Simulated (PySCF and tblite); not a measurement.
The numbers below are computed, except where a source is named.
C₆H₆ClF, numbered as in [CH:1]#[C:2][C@H:3]([Cl:4])/[CH:5]=[C:6](\[CH3:7])[F:8].

Geometries GFN2-xTB; weights from PBE0-D3(BJ)/pcSseg-1 energies and GFN2-xTB thermal corrections, with symmetry numbers and mirror pairs. Conformers within 2.5 kcal/mol (GFN2-xTB free energy) were kept, 6 at most. (PySCF 2.14, tblite 0.8.)

Rotational constants are equilibrium values for the commonest isotopes; dipoles come from the energy level named.

Torsions listed: Cl4–C3–C5–C6.

```
conformer  shape  symmetry  weight %
        1    81°        C1      72.4
        2   -67°        C1      27.6
```

Sets of constants, in random order:

```
set  A (MHz)  B (MHz)  C (MHz)  abs μa (D)  abs μb (D)  abs μc (D)
  P     2521     1013      810        0.35        0.60        1.77
  Q     2227     1204      984        0.14        1.61        0.00
```

Problem. Match each set to its conformer.

Solution. P is conformer 1, Q is conformer 2.
